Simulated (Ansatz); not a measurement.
Gas-phase electronic energies from Ansatz, PBE0-D4/def2-TZVP geometries. CCSD(T)/CBS is the MP2 limit (def2-TZVPP, def2-QZVPP) plus CCSD(T) − MP2 in def2-TZVPP, frozen cores. DFT in def2-TZVPP. B3LYP here is the variant with VWN-RPA as its local correlation; programs differ in this. Each species was taken in one conformer, which may not be the lowest.

Consider the formal exchange of groups at a C–Al bond: `C=[N][AlH][CH2]C` + `CC#CC` → `CC#CCCC` + `C=[N][AlH2]`.

`C=[N][AlH][CH2]C`:

```xyz
13

C     2.210    1.894    1.473
N     1.161    1.433    0.992
Al   -0.315    0.771    0.316
C    -0.269   -1.029   -0.453
C    -1.536   -1.460   -1.194
H     2.495    1.745    2.526
H     2.925    2.484    0.878
H    -1.596    1.702    0.390
H    -0.051   -1.733    0.360
H     0.602   -1.093   -1.117
H    -1.752   -0.805   -2.043
H    -1.458   -2.479   -1.585
H    -2.415   -1.431   -0.544
```

`CC#CC`:

```xyz
10

C     1.662    1.178   -0.245
C     0.487    0.345   -0.071
C    -0.487   -0.345    0.072
C    -1.662   -1.178    0.244
H     1.726    1.936    0.540
H     2.577    0.581   -0.207
H     1.640    1.695   -1.207
H    -2.408   -0.971   -0.528
H    -1.405   -2.239    0.185
H    -2.130   -1.001    1.216
```

`CC#CCCC`:

Cartesian coordinates in Å:
```
C 2.345 0.752 -1.905
C 1.290 0.800 -0.911
C 0.414 0.847 -0.088
C -0.642 0.874 0.912
C -1.001 -0.513 1.451
C -1.539 -1.445 0.381
H 2.369 -0.219 -2.407
H 2.200 1.519 -2.670
H 3.325 0.916 -1.449
H -0.334 1.521 1.741
H -1.536 1.337 0.478
H -1.742 -0.388 2.247
H -0.112 -0.951 1.914
H -1.780 -2.426 0.795
H -2.450 -1.040 -0.071
H -0.807 -1.584 -0.417
```

`C=[N][AlH2]`:

```xyz
7

C    -0.392    1.397    0.367
N    -0.068    0.237    0.063
Al    0.391   -1.395   -0.367
H    -1.306    1.625    0.936
H     0.214    2.273    0.088
H     1.299   -2.183    0.658
H    -0.138   -1.954   -1.746
```

Problem. Is it downhill or uphill in electronic energy at CCSD(T)/CBS, and by how much? (Best estimate.)

Solution. The calculation gave: Uphill: ΔE = +23.8 kJ/mol.

Problem. What do these levels give: PBE-D4, r2SCAN-D4, B3LYP-D4, BHLYP-D4, B2PLYP, PBE-QIDH, r2SCAN, B3LYP, BHLYP, MP2/def2-SVP, CCSD(T)/def2-SVP, CCSD/def2-TZVPP? (Best estimate.)

Solution. Ansatz gave: PBE-D4 28.5, r2SCAN-D4 28.6, B3LYP-D4 26.5, BHLYP-D4 24.5, B2PLYP 27.0, PBE-QIDH 24.5, r2SCAN 29.5, B3LYP 30.5, BHLYP 26.1, MP2/def2-SVP 12.8, CCSD(T)/def2-SVP 12.1, CCSD/def2-TZVPP 22.2 kJ/mol.

Largest T1 diagnostic among the species: 0.015.

From BLYP to BHLYP (50 % exact exchange), in def2-TZVPP and without D4, ΔE moves by −7.0 kJ/mol. At CCSD(T), def2-SVP lies −11.7 kJ/mol from the extrapolated value and def2-TZVPP −1.8 kJ/mol.
